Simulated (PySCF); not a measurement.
## Working out the ionisation energy of Cu(2+)

Cu(2+) [Ar] 3d9 (2D) → Cu(3+) [Ar] 3d8 (3F). Calculation: PySCF 2.14, in aug-cc-pVDZ-PP with ECP10MDF (5s5p4d2f, 54 functions); scalar relativity through the core potential. Frozen: 3s2 3p6. Energies in hartree (1 hartree = 27.21139 eV):

| part | Cu(2+) (lower) | Cu(3+) (upper) |
| --- | --- | --- |
| UHF | -195.291528 | -194.040182 |
| MP2 opposite-spin | -0.188876 | -0.126484 |
| MP2 same-spin | -0.109853 | -0.078086 |

**Question.** What does Hartree-Fock give?

**Answer.** (-194.040182) − (-195.291528) = 1.251346 hartree = 34.051 eV.

**Question.** What do MP2 and SCS-MP2 (6/5 opposite-spin, 1/3 same-spin) give?

**Answer.** The opposite-spin parts differ by 1.698 eV and the same-spin parts by 0.864 eV. MP2: 34.051 + (1.698) + (0.864) = 36.613 eV. SCS-MP2: 34.051 + 1.2 × (1.698) + (0.864)/3 = 36.377 eV.

Reference: 36.841 ± 0.012 eV (measured; NIST Atomic Spectra Database, ionization energies), between the lowest levels; spin-orbit coupling is absent from the calculation.

A double-zeta basis recovers only part of the correlation energy.

What remains against the reference includes basis incompleteness, the frozen core and correlation beyond second order.
